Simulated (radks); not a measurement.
Question: Successive ionisation energies (eV) of one element, from differences of total energies of ions in their ground configurations, starting at charge 22: 762.96, 804.01, 845.47, 887.28, 941.67, 985.52, 1029.8, 1074.5, 1119.5, 1292.4, 1336.4, 1379.7, 1438.1, 1483.4, 1527.9, 1642.7, 1692.9, 3033.2, 3142.0, 3251.9, 3362.7, 3474.1. Calculated with a radial shooting solver on a logarithmic mesh with Libxc functionals: non-relativistic Kohn-Sham, TPSS, spin-polarised, spherical densities, point nucleus; open shells are filled with parallel spins first (spin-orbit coupling, left out, can overturn this in heavy ions); meta-GGA in the generalised Kohn-Sham scheme; relativity is left out, which matters for an element this heavy. Which element is it?

Answer: Holmium (Z = 67). The first species listed is Ho22+ in [Kr] 4d9, the last Ho43+ in [Ar] 3d6.
